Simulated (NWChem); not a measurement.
# MoH₆O₂; SMILES [OH][MoH4][OH]

```xyz
9

Mo    -0.1503     0.0495     0.0000
O      0.6437     0.0195    -1.6951
H      0.4171    -0.4080    -2.5277
O      0.6437     0.0195     1.6951
H      0.4171    -0.4080     2.5277
H     -1.4399    -0.5409     0.8338
H     -0.4645    -1.5589     0.0000
H     -1.4778     1.0660     0.0000
H     -1.4399    -0.5409    -0.8338
```
Atoms are numbered in this order, from 1.

Program: NWChem. Geometry: optimised at PBE0/def2-SVP. def2 effective core potentials on Mo; no spin-orbit coupling.

Question: Estimate the computed values for PBE0/def2-SVP. Quantities: highest occupied level (eV); orbital gap (eV); dipole (D).

Answer: The highest occupied level (eV) comes out as -7.66. The orbital gap (eV) is 5.66 and the dipole (D) comes out as 0.89.
